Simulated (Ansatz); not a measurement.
`C#C[SiH2][AlH2]` + `N=C=O` → `O=C=[N][AlH2]` + `C#C[SiH3]` at 400 K and 1 bar (cleavage of the Al–Si bond).

Gas-phase electronic energies from Ansatz, PBE0-D4/def2-TZVP geometries. CCSD(T)/CBS is the MP2 limit (def2-TZVPP, def2-QZVPP) plus CCSD(T) − MP2 in def2-TZVPP, frozen cores. This one scheme is used for every species. Each species was taken in one conformer, which may not be the lowest.

| species | CCSD(T)/CBS energy (Eh) | H − E (kJ/mol) | S (J/(mol·K)) |
| --- | --- | --- | --- |
| `C#C[SiH2][AlH2]` | -610.12048 | 162.2 | 384.0 |
| `N=C=O` | -168.51995 | 72.4 | 252.4 |
| `O=C=[N][AlH2]` | -411.17628 | 95.1 | 322.6 |
| `C#C[SiH3]` | -367.52081 | 136.8 | 291.4 |

H − E and S are ideal-gas, rigid-rotor, harmonic terms from PBE0-D4/def2-TZVP, for one conformer and one mirror image of each species. 1 Eh = 2625.50 kJ/mol, R = 8.31446 J/(mol·K).

Question: By hand: ΔE, ΔH, ΔS and ΔG.

Answer: ΔE = (-411.17628) + (-367.52081) − (-610.12048) − (-168.51995) = -0.05666 Eh = -148.8 kJ/mol. Δ(H − E) = 95.1 + 136.8 − 162.2 − 72.4 = -2.7, so ΔH = -151.5 kJ/mol. ΔS = 322.6 + 291.4 − 384.0 − 252.4 = -22.4 J/(mol·K). ΔG = -151.5 − 400 × (-22.4)/1000 = -142.5 kJ/mol.

Question: By hand: the equilibrium constant, and the temperature at which ΔG would vanish if ΔH and ΔS stayed fixed.

Answer: log₁₀ K = −ΔG/(RT ln 10) = 18.6. ΔG = 0 at ΔH/ΔS = 6763 K, far beyond where these terms or the molecules hold.

ΔH outweighs TΔS. A doubt of 5 kJ/mol in ΔE shifts log₁₀ K by 0.7 here. Other conformers and mirror images would add mixing entropy, several J/(mol·K) or more a flexible species. Modes under 60 cm⁻¹, often nearly free rotors, make the harmonic entropy too high. These are equilibria of isolated gas molecules and say nothing of rates. Largest T1 diagnostic: 0.018 (customary marks: 0.02 for closed shells, 0.045 for open ones).
